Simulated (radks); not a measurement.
Problem. The rhodium ion Rh16+, configuration [Ar] 3d10 4s1. Method: scalar-relativistic Kohn-Sham, LDA (Slater exchange, Perdew-Wang correlation), spin-polarised, spherical densities, point nucleus; open shells are filled with parallel spins first (spin-orbit coupling, left out, can overturn this in heavy ions); computed with a radial shooting solver on a logarithmic mesh with Libxc functionals. Some entries of the table are withheld. Estimate them.

orbital  occ.  eigenvalue (eV)  <1/r> (bohr^-1)
1s up       1        -23411.47            47.00
1s down     1        -23411.04            47.00
2s up       1        -3729.623            10.65
2s down     1        -3729.332            10.65
2p up       3        -3386.835            10.33
2p down     3        -3386.544            10.32
3s up       1        -971.5222            3.748
3s down     1        -970.9717            3.750
3p up       3        -858.3824            3.581
3p down     3        -857.7984            3.583
3d up       5        -678.1560            3.370
3d down     5        -677.5743            3.373
4s up       1              (1)            1.664
4s down     0              (2)            1.669
4p up       0        -368.2557            1.577
4p down     0        -363.9630            1.580
5s up       0              (3)              (4)
5s down     0              (5)              (6)

Solution. 
(1) 4s up eigenvalue (eV): -407.0832
(2) 4s down eigenvalue (eV): -402.8152
(3) 5s up eigenvalue (eV): -223.7054
(4) 5s up <1/r> (bohr^-1): 0.9531
(5) 5s down eigenvalue (eV): -221.9247
(6) 5s down <1/r> (bohr^-1): 0.9442
